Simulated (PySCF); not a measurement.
Two-photon absorption: `C[Se]c1ccccc1C=O`, C8H8OSe

Molfile (atoms numbered from 1):
```
C8H8OSe
     RDKit          3D

 18 18  0  0  0  0  0  0  0  0999 V2000
    3.9521    0.0154    0.5807 C   0  0  0  0  0  0  0  0  0  0  0  0
    2.6768    1.4802    0.4802 Se  0  0  0  0  0  2  0  0  0  0  0  0
    1.0999    0.4682    0.1829 C   0  0  0  0  0  0  0  0  0  0  0  0
    1.1105   -0.9318    0.0986 C   0  0  0  0  0  0  0  0  0  0  0  0
   -0.0633   -1.6462   -0.1205 C   0  0  0  0  0  0  0  0  0  0  0  0
   -1.2892   -0.9932   -0.2632 C   0  0  0  0  0  0  0  0  0  0  0  0
   -1.3163    0.3907   -0.1819 C   0  0  0  0  0  0  0  0  0  0  0  0
   -0.1453    1.1289    0.0381 C   0  0  0  0  0  0  0  0  0  0  0  0
   -0.2524    2.5872    0.1124 C   0  0  0  0  0  0  0  0  0  0  0  0
    0.6830    3.3334    0.2977 O   0  0  0  0  0  0  0  0  0  0  0  0
    4.9233    0.5000    0.7535 H   0  0  0  0  0  0  0  0  0  0  0  0
    4.0038   -0.5496   -0.3603 H   0  0  0  0  0  0  0  0  0  0  0  0
    3.7399   -0.6574    1.4231 H   0  0  0  0  0  0  0  0  0  0  0  0
    2.0441   -1.4833    0.2041 H   0  0  0  0  0  0  0  0  0  0  0  0
   -0.0159   -2.7366   -0.1804 H   0  0  0  0  0  0  0  0  0  0  0  0
   -2.2057   -1.5608   -0.4347 H   0  0  0  0  0  0  0  0  0  0  0  0
   -2.2601    0.9339   -0.2890 H   0  0  0  0  0  0  0  0  0  0  0  0
   -1.2881    2.9902   -0.0165 H   0  0  0  0  0  0  0  0  0  0  0  0
  1  2  1  0
  2  3  1  0
  3  4  2  0
  4  5  1  0
  5  6  2  0
  6  7  1  0
  7  8  2  0
  8  9  1  0
  9 10  2  0
  8  3  1  0
  1 11  1  0
  1 12  1  0
  1 13  1  0
  4 14  1  0
  5 15  1  0
  6 16  1  0
  7 17  1  0
  9 18  1  0
M  END
```

Computed, not measured: TDDFT CAM-B3LYP/aug-cc-pVDZ excited states, vertical, gas phase (PySCF 2.14.0). Geometry: PBE0-D3(BJ)/def2-SVP.

The calculation is non-relativistic, which matters for the atoms heavier than Zn.

Problem. How strongly do the lowest singlets absorb one photon, and two photons of half the energy?

Solution. δ for parallel linear polarisation; σ at the peak of a Lorentzian of half width 0.1 eV, single beam; Ω is circular over linear.
```
state  E (eV)      f  photon λ (nm)  δ (au)  σ (GM)     Ω                                 main
   S1    3.80  0.098            653     353    1.86  0.73                       HOMO→LUMO 0.97
   S2    3.88  0.000            639    <0.1    0.00     –                     HOMO−1→LUMO 0.85
   S3    4.89  0.046            507     207    1.81  0.67   HOMO→LUMO+2 0.73, HOMO−2→LUMO 0.19
   S4    5.14  0.004            483    50.8    0.49  1.50   HOMO→LUMO+1 0.35, HOMO→LUMO+3 0.28
   S5    5.54  0.001            447    20.8    0.23  1.50  HOMO→LUMO+1 0.49, HOMO→LUMO+11 0.14
   S6    5.57  0.379            445    31.1    0.35  0.13   HOMO−2→LUMO 0.58, HOMO→LUMO+2 0.24
```
